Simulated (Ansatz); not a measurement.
Geometry optimisation, RKS PBE0-D4/6-31G (Ansatz 0.2.0).

Input file:

```yaml
crystal:
  periodic: [false, false, false]
  atoms:
    - { symbol: Si, position_ang: [0.0, 0.0, 0.0] }
    - { symbol: C, position_ang: [0.0, 0.0, 1.87] }
    - { symbol: H, position_ang: [-0.9996, -0.3092, 2.2405] }
    - { symbol: H, position_ang: [0.7676, -0.7111, 2.2405] }
    - { symbol: H, position_ang: [0.232, 1.0203, 2.2405] }
    - { symbol: H, position_ang: [1.3768, 0.0, -0.4862] }
    - { symbol: C, position_ang: [-0.8808, 1.5259, -0.6227] }
    - { symbol: H, position_ang: [-1.9334, 1.2723, -0.8671] }
    - { symbol: H, position_ang: [-0.8624, 2.3106, 0.1622] }
    - { symbol: H, position_ang: [-0.3704, 1.9025, -1.5336] }
    - { symbol: "N", position_ang: [-0.8572, -1.4851, -0.6061] }
    - { symbol: C, position_ang: [-1.5991, -2.3398, 0.332] }
    - { symbol: H, position_ang: [-1.2218, -2.1735, 1.3626] }
    - { symbol: H, position_ang: [-2.6791, -2.0872, 0.2887] }
    - { symbol: H, position_ang: [-1.4574, -3.4051, 0.0541] }
    - { symbol: C, position_ang: [-0.8082, -1.8308, -2.034] }
    - { symbol: H, position_ang: [-1.6103, -1.2865, -2.5747] }
    - { symbol: H, position_ang: [0.1794, -1.5432, -2.4511] }
    - { symbol: H, position_ang: [-0.9565, -2.9241, -2.1559] }
basis:
  gaussian: { orbitals: "6-31G" }
hamiltonian:
  xc: pbe0
  dispersion: d4
relax:
  f_tol: 0.02
  max_steps: 40
output:
  orbitals: {}
```

Run as:

```bash
$ ansatz run input.yaml --threads 2 --pin off --max-ram 3072MiB --backend cpu --events-out ev --progress --plain --runs-dir out
```

Task: Where does it end, and by what steps?

Result: It converged. Limits of this set-up: no polarisation functions. After 17 steps the energy has fallen by 0.358 eV; H8 moved furthest, 0.95 Å.

| step | energy less start (eV) | largest force component (eV/Å) | accepted |
| --- | --- | --- | --- |
| 0 | 0.0000 | 1.198 | yes |
| 1 | -0.2311 | 0.672 | yes |
| 2 | -0.2811 | 0.299 | yes |
| 3 | -0.2802 | 0.583 | no |
| 4 | -0.3062 | 0.106 | yes |
| 5 | -0.3197 | 0.097 | yes |
| 6 | -0.3316 | 0.271 | yes |
| 7 | -0.3387 | 0.387 | yes |
| 8 | -0.3007 | 0.525 | no |
| 9 | -0.3496 | 0.072 | yes |
| 10 | -0.3520 | 0.066 | yes |
| 11 | -0.3542 | 0.068 | yes |
| 12 | -0.3553 | 0.079 | yes |
| 13 | -0.3561 | 0.078 | yes |
| 14 | -0.3569 | 0.035 | yes |
| 15 | -0.3573 | 0.029 | yes |
| 16 | -0.3574 | 0.022 | yes |
| 17 | -0.3575 | 0.016 | yes |

```xyz
19
Properties=species:S:1:pos:R:3
Si -0.058 0.028 -0.023
C 0.202 -0.055 1.861
H -0.752 -0.075 2.399
H 0.771 -0.951 2.131
H 0.758 0.826 2.200
H 1.263 0.130 -0.747
C -1.094 1.579 -0.437
H -2.078 1.527 0.042
H -0.587 2.484 -0.081
H -1.244 1.671 -1.517
N -0.769 -1.497 -0.595
C -1.850 -2.165 0.107
H -1.928 -1.798 1.135
H -2.829 -2.018 -0.381
H -1.666 -3.250 0.156
C -0.512 -2.015 -1.926
H -1.354 -1.845 -2.620
H 0.377 -1.541 -2.354
H -0.329 -3.100 -1.891
```

Whether the end is a true minimum wasn't checked by a vibrational analysis.

Time of the run: 3.2 min on 2 threads of AMD EPYC (Zen 3), with other jobs on the host, peak memory 0.24 GiB.
